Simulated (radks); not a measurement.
Isoelectronic series with 3 electrons, each ion in its NIST ground configuration. All-electron calculation, scalar-relativistic Kohn-Sham, r2SCAN, spin-polarised, spherical densities, finite nucleus; open shells are filled with parallel spins first; meta-GGA in the generalised Kohn-Sham scheme; Fermi nuclear charge, rms radius of each element as measured or else 0.836 A^(1/3) + 0.57 fm. Program: a radial shooting solver on a logarithmic mesh with Libxc functionals. Total energies (hartree) and orbital eigenvalues (hartree):

ion,configuration,E (hartree),2s up,1s down,1s up
Li,[He] 2s1,-7.48070,-0.12000,-1.95221,-1.95827
Be+,[He] 2s1,-14.32894,-0.53730,-4.39861,-4.41332
B2+,[He] 2s1,-23.43218,-1.20974,-7.85337,-7.87725
C3+,[He] 2s1,-34.79023,-2.13410,-12.31191,-12.34515
O5+,[He] 2s1,-64.27727,-4.73651,-24.23916,-24.29143
F6+,[He] 2s1,-82.41103,-6.41466,-31.70918,-31.77105
Ne7+,[He] 2s1,-102.80883,-8.34445,-40.18488,-40.25641
Mg9+,[He] 2s1,-150.41062,-12.96053,-60.15895,-60.24991
Al10+,[He] 2s1,-177.62261,-15.64776,-71.66057,-71.76130
Si11+,[He] 2s1,-207.11464,-18.58853,-84.17439,-84.28492
P12+,[He] 2s1,-238.89171,-21.78344,-97.70247,-97.82284
S13+,[He] 2s1,-272.95917,-25.23319,-112.2471,-112.3773
Cl14+,[He] 2s1,-309.32282,-28.93849,-127.8106,-127.9508
Ar15+,[He] 2s1,-347.98885,-32.90015,-144.3956,-144.5458
K16+,[He] 2s1,-388.96389,-37.11899,-162.0050,-162.1652
Ca17+,[He] 2s1,-432.25491,-41.59593,-180.6416,-180.8118
Sc18+,[He] 2s1,-477.86937,-46.33192,-200.3087,-200.4890

Estimate the row of N4+ ([He] 2s1).

Answer. E (hartree) -48.40454; 2s up -3.30972; 1s down -17.77369; 1s up -17.81641.
